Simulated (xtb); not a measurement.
Si(H)(Cl)2(NH2) (Cl₂H₃NSi), SMILES N[SiH](Cl)Cl. All values are semi-empirical tight-binding results from xtb (GFN2-xTB unless named), good for trends rather than for accurate numbers. Geometry optimised at GFN2-xTB. Other conformers were not sampled.

Optimised geometry:

```xyz
7

Si     0.4574     0.2959     0.0000
N     -0.3259     1.8192     0.0000
Cl    -0.1560    -0.6455     1.6684
Cl    -0.1560    -0.6455    -1.6684
H      1.9148     0.3013     0.0000
H     -0.3664     2.3839     0.8314
H     -0.3664     2.3839    -0.8314
```
Charge 0, spin multiplicity 1.

Computed properties:
| Item | Value |
|---|---|
| point group as xtb finds it | Cs |
| orbital gap | 6.51 eV |
| dipole moment | 3.22 D |
| zero-point energy | 22.9 kcal/mol |
| G − E(el) at 298.15 K (modified RRHO) | 3.7 kcal/mol |
| static polarisability (D4 model) | 67.3 bohr³ |
| solvation energy, GFN2-xTB/ALPB(water) | -4.5 kcal/mol |
| solvation energy, GFN2-xTB/ALPB(chcl3) | -4.9 kcal/mol |

Computed atomic charges and the Wiberg bond orders between heavy atoms:
charges (e) Si1 0.53, N2 -0.37, Cl3 -0.24, Cl4 -0.24, H5 -0.04, H6 0.17, H7 0.17. Bond orders Si1–N2 1.21, Si1–Cl3 1.08, Si1–Cl4 1.08.
